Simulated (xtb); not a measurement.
C₄H₉Cl₂Sn (SMILES CCC[CH2][Sn+]([Cl])[Cl]), charge +1, singlet, from a rough starting geometry (GFN-xTB shapes and energies of metal compounds can be far from the true ones); GFN2-xTB run with xtb 6.7.1.

Input for xtb:
```
$ xtb mol.xyz --gfn 2 --chrg 1 --opt vtight --json

# file mol.xyz
16

Sn     1.06852431     2.22749006     2.02489264
C      0.35204137     0.09635675     0.85479975
C      0.40090520     0.33372916    -0.53637826
C     -0.03604573    -1.07353805    -1.16414607
C     -1.46419573    -1.50062968    -1.02449792
H      1.10847477    -0.60005010     1.28969951
H     -0.56004079    -0.04982618     1.31627435
H     -0.35640536     0.99024827    -0.94341351
H      1.35082533     0.52946919    -1.03243920
H      0.14995088    -1.09758028    -2.26539145
H      0.64639792    -1.94383623    -0.75323351
H     -2.08092947    -0.71116291    -1.26227013
H     -1.73827893    -1.75244301     0.03822495
H     -1.69044078    -2.36125242    -1.59546138
Cl     2.36750550     2.55342684     3.92642679
Cl     0.45369525     4.44325647     1.19555254
```

What does xtb print? Leave out banner, timings and long lists.


```
   ID    Z sym.   atoms
    1   50 Sn     1
    2    6 C      2-5
    3    1 H      6-14
    4   17 Cl     15, 16

           -------------------------------------------------
          |                Calculation Setup                |
           -------------------------------------------------

           -------------------------------------------------
          |                 G F N 2 - x T B                 |
           -------------------------------------------------

          ...................................................
          :                      SETUP                      :
          :.................................................:
          :  # basis functions                  55          :
          :  # atomic orbitals                  52          :
          :  # shells                           26          :
          :  # electrons                        42          :
          :  max. iterations                   250          :
          :  Hamiltonian                  GFN2-xTB          :
          :  restarted?                      false          :
          :  GBSA solvation                  false          :
          :  PC potential                    false          :
          :  electronic temp.          300.0000000     K    :
          :  accuracy                    1.0000000          :
          :  -> integral cutoff          0.2500000E+02      :
          :  -> integral neglect         0.1000000E-07      :
          :  -> SCF convergence          0.1000000E-05 Eh   :
          :  -> wf. convergence          0.1000000E-03 e    :
          :  Broyden damping             0.4000000          :
          :  net charge                          1          :
          :  unpaired electrons                  0          :
          ...................................................

 iter      E             dE          RMSdq      gap      omega  full diag
   1    -21.9991237 -0.219991E+02  0.235E+01    1.13       0.0  T
   2    -20.0347392  0.196438E+01  0.217E+01    4.72       1.0  T
   3    -24.0884889 -0.405375E+01  0.993E+00    1.99       1.0  T
   4    -23.7816887  0.306800E+00  0.138E+01    1.53       1.0  T
   5    -23.7269714  0.547173E-01  0.125E+01    1.61       1.0  T
   6    -24.1627714 -0.435800E+00  0.228E+00    1.64       1.0  T
   7    -24.1543016  0.846980E-02  0.369E+00    1.64       1.0  T
   8    -24.1543103 -0.868544E-05  0.372E+00    1.64       1.0  T
[...]
 * total energy  :   -23.9975412 Eh     change       -0.1419850E-05 Eh
 * total energy  :   -23.9975425 Eh     change       -0.1306927E-05 Eh
 * total energy  :   -23.9975431 Eh     change       -0.6569190E-06 Eh
 * total energy  :   -23.9975437 Eh     change       -0.6062105E-06 Eh
 * total energy  :   -23.9975447 Eh     change       -0.9186512E-06 Eh
 * total energy  :   -23.9975464 Eh     change       -0.1734679E-05 Eh
 * total energy  :   -23.9975486 Eh     change       -0.2181526E-05 Eh
 * total energy  :   -23.9975499 Eh     change       -0.1362186E-05 Eh
 * total energy  :   -23.9975506 Eh     change       -0.6285979E-06 Eh
 * total energy  :   -23.9975506 Eh     change       -0.5770574E-07 Eh
 * total energy  :   -23.9975510 Eh     change       -0.3580745E-06 Eh
 * total energy  :   -23.9975510 Eh     change       -0.6121343E-07 Eh
   *** GEOMETRY OPTIMIZATION CONVERGED AFTER 71 ITERATIONS ***
         :: total energy             -23.997551040352 Eh    ::
[...]
largest (>0.10) Wiberg bond orders for each atom

 ---------------------------------------------------------------------------
     #   Z sym  total        # sym  WBO       # sym  WBO       # sym  WBO
 ---------------------------------------------------------------------------
     1  50 Sn   2.752 --    16 Cl   1.102    15 Cl   1.101     2 C    0.390
     2   6 C    3.923 --     3 C    1.116     6 H    0.933     7 H    0.931
                             1 Sn   0.390    15 Cl   0.225    16 Cl   0.219
     3   6 C    3.950 --     2 C    1.116     9 H    0.948     8 H    0.940
                             4 C    0.870
     4   6 C    3.899 --     5 C    1.030    11 H    0.973    10 H    0.942
                             3 C    0.870
     5   6 C    3.979 --     4 C    1.030    13 H    0.983    12 H    0.982
                            14 H    0.963
     6   1 H    0.985 --     2 C    0.933
     7   1 H    0.984 --     2 C    0.931
     8   1 H    0.984 --     3 C    0.940
     9   1 H    0.987 --     3 C    0.948
    10   1 H    0.973 --     4 C    0.942
    11   1 H    0.995 --     4 C    0.973
    12   1 H    0.995 --     5 C    0.982
    13   1 H    0.996 --     5 C    0.983
    14   1 H    0.985 --     5 C    0.963
    15  17 Cl   1.443 --     1 Sn   1.101     2 C    0.225    16 Cl   0.113
    16  17 Cl   1.456 --     1 Sn   1.102     2 C    0.219    15 Cl   0.113
 ---------------------------------------------------------------------------

Topologies differ in total number of bonds
Writing topology from bond orders to xtbtopo.mol

molecular dipole:
                 x           y           z       tot (Debye)
 q only:        1.238       1.214       1.359
   full:        1.436       1.269       1.616       6.371
molecular quadrupole (traceless):
                xx          xy          yy          xz          yz          zz
 q only:       -2.926       8.202      -0.032       8.292      10.935       2.959
  q+dip:       -4.270       8.251       0.158      10.709      12.285       4.112
   full:       -1.594       8.640      -1.192       7.377      12.000       2.787

optimized geometry written to: xtbopt.xyz

           -------------------------------------------------
          | TOTAL ENERGY              -23.997551040352 Eh   |
          | GRADIENT NORM               0.000072358347 Eh/α |
          | HOMO-LUMO GAP               1.642994259178 eV   |
           -------------------------------------------------

normal termination of xtb
```
